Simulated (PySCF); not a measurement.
C2H3O2, charge -1, singlet, at a GFN2-xTB geometry (in this run its highest filled SCF level lies above zero, so its values depend strongly on the basis, on diffuse functions most of all); PBE/cc-pVDZ (PySCF).

PySCF was given this input:
```python
from pyscf import gto, scf, dft

mol = gto.M(
    atom='''
C    -1.15412904   -0.13368505   -0.00475851
O    -0.72670803   -1.11946687    0.60148897
O     0.00963198    0.80173294   -0.46742437
C     1.28691312    0.41218812   -0.14832584
H     1.79443639    1.15884469    0.49102832
H     1.24026991   -0.54555805    0.40753573
H     1.90519756    0.25756633   -1.05257476
''',
    basis='cc-pvdz',
    charge=-1,
    verbose=4,
)

mf = dft.RKS(mol)
mf.xc = 'pbe'
mf.grids.atom_grid = (99, 590)
mf.grids.prune = None
mf.kernel()
```

Question: Write the output that PySCF gives for this input, abridged.

Answer: 
```
PySCF version 2.14.0

[INPUT] verbose = 4
[INPUT] num. atoms = 7
[INPUT] num. electrons = 32
[INPUT] charge = -1
[INPUT] spin (= nelec alpha-beta = 2S) = 0
[INPUT] symmetry False subgroup None
[INPUT] Mole.unit = angstrom
[INPUT] Symbol           X                Y                Z      unit          X                Y                Z       unit  Magmom
[INPUT]  1 C     -1.154129040000  -0.133685050000  -0.004758510000 AA   -2.180987798007  -0.252628131449  -0.008992280661 Bohr   0.0
[INPUT]  2 O     -0.726708030000  -1.119466870000   0.601488970000 AA   -1.373279149222  -2.115485789824   1.136649420247 Bohr   0.0
[INPUT]  3 O      0.009631980000   0.801732940000  -0.467424370000 AA    0.018201804237   1.515055681642  -0.883304043247 Bohr   0.0
[INPUT]  4 C      1.286913120000   0.412188120000  -0.148325840000 AA    2.431913342910   0.778922658599  -0.280295214796 Bohr   0.0
[INPUT]  5 H      1.794436390000   1.158844690000   0.491028320000 AA    3.390993325053   2.189899085007   0.927909044205 Bohr   0.0
[INPUT]  6 H      1.240269910000  -0.545558050000   0.407535730000 AA    2.343770450439  -1.030955299552   0.770130915675 Bohr   0.0
[INPUT]  7 H      1.905197560000   0.257566330000  -1.052574760000 AA    3.600301601590   0.486729822609  -1.989078022030 Bohr   0.0

nuclear repulsion = 110.659015442934
number of shells = 29
number of NR pGTOs = 125
number of NR cGTOs = 71
basis = cc-pvdz
ecp = {}

******** <class 'pyscf.dft.rks.RKS'> ********
method = RKS
initial guess = minao
damping factor = 0
level_shift factor = 0
DIIS = <class 'pyscf.scf.diis.CDIIS'>
diis_start_cycle = 1
diis_space = 8
diis_damp = 0
SCF conv_tol = 1e-09
SCF conv_tol_grad = None
SCF max_cycles = 50
direct_scf = True
direct_scf_tol = 1e-13
XC library pyscf.dft.libxc version 7.1.2
    S. Lehtola, C. Steigemann, M. J. T. Oliveira, and M. A. L. Marques,  SoftwareX 7, 1–5 (2018)
XC functionals = pbe
    J. P. Perdew, K. Burke, and M. Ernzerhof,  Phys. Rev. Lett. 77, 3865 (1996)
    J. P. Perdew, K. Burke, and M. Ernzerhof,  Phys. Rev. Lett. 78, 1396 (1997)
    J. P. Perdew, K. Burke, and M. Ernzerhof,  Phys. Rev. Lett. 77, 3865 (1996)
    J. P. Perdew, K. Burke, and M. Ernzerhof,  Phys. Rev. Lett. 78, 1396 (1997)
radial grids:
    Treutler-Ahlrichs [JCP 102, 346 (1995); DOI:10.1063/1.469408] (M4) radial grids

becke partition: Becke, JCP 88, 2547 (1988); DOI:10.1063/1.454033
pruning grids: None
grids dens level: 3
symmetrized grids: False
atomic radii adjust function: <function treutler_atomic_radii_adjust>
User specified grid scheme (99, 590)
small_rho_cutoff = 0
Set gradient conv threshold to 3.16228e-05
Initial guess from minao.
tot grids = 408872
init E= -228.385621135735
  HOMO = -0.252432858099542  LUMO = -0.0865216993942606  gap/eV = 4.51467
cycle= 1 E= -227.971627282176  delta_E= 0.414  |g|=    1  |ddm|= 2.65
  HOMO = 0.230444786466107  LUMO = 0.245819782858426  gap/eV = 0.41837
cycle= 2 E= -226.991156956122  delta_E= 0.98  |g|= 2.34  |ddm|= 5.39
  HOMO = 0.101488555069998  LUMO = 0.237061461255935  gap/eV = 3.68913
cycle= 3 E= -228.146459025  delta_E= -1.16  |g|= 0.356  |ddm|= 4.84
  HOMO = 0.0800363726787245  LUMO = 0.224862292867521  gap/eV = 3.94091
cycle= 4 E= -228.158036919888  delta_E= -0.0116  |g|= 0.302  |ddm|= 0.552
  HOMO = 0.0791085234529048  LUMO = 0.221050982068277  gap/eV = 3.86245
cycle= 5 E= -228.175186838396  delta_E= -0.0171  |g|= 0.0813  |ddm|= 0.283
  HOMO = 0.0859566156947156  LUMO = 0.228270015874264  gap/eV = 3.87254
cycle= 6 E= -228.176609354374  delta_E= -0.00142  |g|= 0.0168  |ddm|= 0.0793
  HOMO = 0.0864477341553989  LUMO = 0.228424594098841  gap/eV = 3.86339
cycle= 7 E= -228.176663823265  delta_E= -5.45e-05  |g|= 0.00509  |ddm|= 0.0157
  HOMO = 0.0857821997773436  LUMO = 0.227699676018251  gap/eV = 3.86177
cycle= 8 E= -228.17667097856  delta_E= -7.16e-06  |g|= 0.00137  |ddm|= 0.00866
  HOMO = 0.085841398467652  LUMO = 0.227765325440232  gap/eV = 3.86195
cycle= 9 E= -228.176671401196  delta_E= -4.23e-07  |g|= 0.000141  |ddm|= 0.0011
  HOMO = 0.0858259410803903  LUMO = 0.227753287311546  gap/eV = 3.86204
cycle= 10 E= -228.176671405701  delta_E= -4.5e-09  |g|= 3.85e-05  |ddm|= 0.000196
  HOMO = 0.0858251779851038  LUMO = 0.227752712128266  gap/eV = 3.86204
cycle= 11 E= -228.176671406097  delta_E= -3.96e-10  |g|= 9.92e-06  |ddm|= 5.77e-05
  HOMO = 0.0858261483360132  LUMO = 0.22775303089487  gap/eV = 3.86203
Extra cycle  E= -228.176671406022  delta_E= 7.51e-11  |g|= 2.18e-05  |ddm|= 2.89e-05
converged SCF energy = -228.176671406022
```
